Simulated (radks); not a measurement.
Spherical quantum dot in the effective-mass picture: electrons in a well V = -V0 / (1 + exp((r - R)/a)) with V0 = 11.3, R = 4.27, a = 0.17, all in effective atomic units (hartree* = m*/eps^2 hartree, bohr* = eps/m* bohr), one dielectric constant everywhere. Calculated with a radial shooting solver with Libxc functionals: non-relativistic Kohn-Sham, PBE, spin-polarised, spherical densities. Levels are named by radial order and angular momentum (1s, 1p, 1d, 2s, ...), and open shells are averaged over m. Each electron was tried in the lowest free levels, single moves between levels near the top were tried too, and the lowest total energy was kept; such a search can miss a lower state. At N = 1 the Hartree and exchange-correlation terms need not cancel, so that row can carry a self-interaction error.

N,open shells,2S,E (hartree*),mu = E(N) - E(N-1) (hartree*),addition energy mu(N+1) - mu(N) (hartree*),e(HOMO) (hartree*),rms radius (bohr*)
1,"1s(up 1, down 0)",1,-11.0210,-11.021,0.3753,-10.874,2.259
2,none,0,-21.6667,-10.646,0.5356,-10.501,2.379
3,"1p(up 1, down 0)",1,-31.7768,-10.110,0.2900,-9.9672,2.538
4,"1p(up 2, down 0)",2,-41.5969,-9.8201,0.2970,-9.6721,2.628
5,"1p(up 3, down 0)",3,-51.1200,-9.5231,0.3782,-9.3741,2.692
6,"1p(up 3, down 1)",2,-60.2650,-9.1449,0.2796,-9.0071,2.745
7,"1p(up 3, down 2)",1,-69.1303,-8.8654,0.2867,-8.7226,2.787
8,none,0,-77.7090,-8.5787,0.5712,-8.4344,2.823
9,"1d(up 1, down 0)",1,-85.7164,-8.0075,0.2786,-7.8685,2.867
10,"1d(up 2, down 0)",2,-93.4453,-7.7288,0.2799,-7.5890,2.903
11,"1d(up 3, down 0)",3,-100.894,-7.4489,0.2805,-7.3087,2.934
12,"1d(up 4, down 0)",4,-108.063,-7.1684,0.2806,-7.0281,2.962
13,"1d(up 5, down 0)",5,-114.950,-6.8879,0.3547,-6.7476,2.987
14,"1d(up 5, down 1)",4,-121.484,-6.5332,0.2725,-6.3973,3.010
15,"1d(up 5, down 2)",3,-127.744,-6.2607,0.2739,-6.1239,3.030
16,"1d(up 5, down 3)",2,-133.731,-5.9868,0.2747,-5.8495,3.050
17,"1d(up 5, down 4)",1,-139.443,-5.7121,0.2750,-5.5746,3.067
18,none,0,-144.880,-5.4371,0.6113,-5.2996,3.084
19,"1f(up 1, down 0)",1,-149.706,-4.8258,0.2696,-4.6911,3.102
20,"1f(up 2, down 0)",2,-154.262,-4.5562,0.2698,-4.4213,3.119
21,"1f(up 3, down 0)",3,-158.549,-4.2864,0.2699,-4.1514,3.136
22,"1f(up 4, down 0)",4,-162.565,-4.0164,0.2699,-3.8815,3.151
23,"1f(up 5, down 0)",5,-166.312,-3.7466,0.2698,-3.6116,3.165
24,"1f(up 6, down 0)",6,-169.788,-3.4768,0.2696,-3.3419,3.178
25,"1f(up 7, down 0)",7,-172.996,-3.2072,0.3388,-3.0724,3.191
26,"1f(up 7, down 1)",6,-175.864,-2.8684,-,-2.7358,3.203

All shells are closed at N = 2, 8, 18 (there: 1s2 1p6 1d10); the second difference of the energy has clear peaks (12 % above both neighbours; the first and last values, which can be the largest, are not judged, and half-filled shells can peak too) at N = 2, 5, 8, 13, 18.
